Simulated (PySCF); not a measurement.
Compound: C6H14P2.
SMILES with atom numbers: `[CH3:1][CH2:2][P:3]1[CH2:4][CH2:5][PH:6][CH2:7][CH2:8]1` (hydrogens: H9, H10, H11 on C1; H12, H13 on C2; H14, H15 on C4; H16, H17 on C5; H18 on P6; H19, H20 on C7; H21, H22 on C8)

Level: PBE0/pcSseg-1 in PySCF, non-relativistic, on one gas-phase PBE0-D3(BJ)/def2-SVP geometry that isn't relaxed in the solvent. The solvent is an IEF-PCM continuum (van der Waals radii × 1.2). Only the electrostatic response of the medium enters.

Gas phase at PBE0/pcSseg-1: HOMO -6.45 eV, LUMO 0.73 eV, dipole 0.60 D.

**Question.** What does the continuum do to the energy, the frontier levels and the dipole at PBE0/pcSseg-1 in chloroform and acetone?

**Answer.** 
| solvent | ε | E(solvent) − E(gas) (kJ/mol) | polarisation term (kJ/mol) | distortion of the solute (kJ/mol) | HOMO (eV) | LUMO (eV) | dipole (D) |
| --- | --- | --- | --- | --- | --- | --- | --- |
| chloroform | 4.711 | -12.26 | -13.57 | 1.31 | -6.47 | 0.84 | 0.69 |
| acetone | 20.49 | -16.57 | -19.04 | 2.47 | -6.51 | 0.86 | 0.72 |

The polarisation term is half the interaction of the solute with the surface charges that it induces; the rest is the cost of distorting the solute's density. The sum is the electrostatic part of solvation alone. From chloroform to acetone the lowering changes by a factor 1.35, Onsager's factor (ε − 1)/(2ε + 1) by 1.30 and ε itself by 4.3.

**Question.** Which Mulliken charges (PBE0/pcSseg-1) respond most in acetone (means over atoms taken as equivalent)?

**Answer.** 
```json
{"atoms": "P3", "environment": "phosphine phosphorus", "gas (e)": "+0.340", "solvent (e)": "+0.279", "change": "-0.061"}
{"atoms": "P6", "environment": "phosphine phosphorus", "gas (e)": "+0.229", "solvent (e)": "+0.172", "change": "-0.057"}
{"atoms": "H18", "environment": "P–H hydrogen", "gas (e)": "+0.041", "solvent (e)": "+0.056", "change": "+0.015"}
{"atoms": "C1", "environment": "methyl carbon", "gas (e)": "-0.274", "solvent (e)": "-0.284", "change": "-0.010"}
{"atoms": "H12/H13", "environment": "methylene hydrogen", "gas (e)": "+0.143", "solvent (e)": "+0.152", "change": "+0.009"}
{"atoms": "H14/H15/H21/H22", "environment": "methylene hydrogen", "gas (e)": "+0.153", "solvent (e)": "+0.162", "change": "+0.009"}
{"atoms": "H16/H17/H19/H20", "environment": "methylene hydrogen", "gas (e)": "+0.155", "solvent (e)": "+0.162", "change": "+0.007"}
{"atoms": "C5/C7", "environment": "sp3 carbon bound to phosphorus", "gas (e)": "-0.429", "solvent (e)": "-0.425", "change": "+0.004"}
{"atoms": "C4/C8", "environment": "sp3 carbon bound to phosphorus", "gas (e)": "-0.441", "solvent (e)": "-0.438", "change": "+0.003"}
{"atoms": "H9/H10/H11", "environment": "methyl hydrogen", "gas (e)": "+0.123", "solvent (e)": "+0.126", "change": "+0.003"}
{"atoms": "C2", "environment": "sp3 carbon bound to phosphorus", "gas (e)": "-0.480", "solvent (e)": "-0.477", "change": "+0.003"}
```

Hardware: one thread of an Intel Xeon 6975P-C, no GPU, on a shared host. Cost: 33 s of wall time, 1.3 GiB resident at most. This is the whole shielding run at PBE0/pcSseg-1 in acetone, SCF included.
